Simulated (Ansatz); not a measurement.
Born–Oppenheimer molecular dynamics of CH2F2 + H4Si (10 atoms, charge 0, multiplicity 1). It starts from a relaxed structure.

Computed with Ansatz 0.2.0, RKS r2SCANh/STO-3G.

```
ensemble        : NVT, Langevin thermostat
time step       : 0.25 fs
steps asked     : 600
set temperature : 300 K
friction        : 0.005 /fs
seed            : 894394
```

First frame:

```xyz
10
Properties=species:S:1:pos:R:3
Si 0.062 -0.113 -1.899
H 1.337 -0.208 -1.235
H -0.623 -1.377 -1.836
H 0.282 0.235 -3.280
H -0.734 0.915 -1.280
F -1.111 0.931 2.210
C -0.010 0.116 1.932
F -0.376 -0.836 0.973
H 0.843 0.743 1.540
H 0.329 -0.406 2.875
```

Task: How far do the bonds stretch over the last three quarters of this one trajectory? (Pairs bonded in most of those frames.)

Result: 
```json
{"bond": "Si1–H2", "mean (Å)": "1.442", "spread (Å)": "0.030", "shortest": "1.39", "longest": "1.50"}
{"bond": "Si1–H3", "mean (Å)": "1.441", "spread (Å)": "0.018", "shortest": "1.40", "longest": "1.48"}
{"bond": "Si1–H4", "mean (Å)": "1.445", "spread (Å)": "0.036", "shortest": "1.38", "longest": "1.50"}
{"bond": "Si1–H5", "mean (Å)": "1.442", "spread (Å)": "0.027", "shortest": "1.39", "longest": "1.50"}
{"bond": "F6–C7", "mean (Å)": "1.399", "spread (Å)": "0.019", "shortest": "1.36", "longest": "1.43"}
{"bond": "C7–F8", "mean (Å)": "1.402", "spread (Å)": "0.027", "shortest": "1.35", "longest": "1.45"}
{"bond": "C7–H9", "mean (Å)": "1.131", "spread (Å)": "0.011", "shortest": "1.11", "longest": "1.16"}
{"bond": "C7–H10", "mean (Å)": "1.133", "spread (Å)": "0.025", "shortest": "1.09", "longest": "1.18"}
```

Mean temperature of the second half: 216 K. The mean temperature of the second half is 28 % below the set value. A run of 0.15 ps of so small a system gives no equilibrium averages. Limits of this set-up: minimal basis.

Run time: 17 min on 1 CPU thread of a shared host.
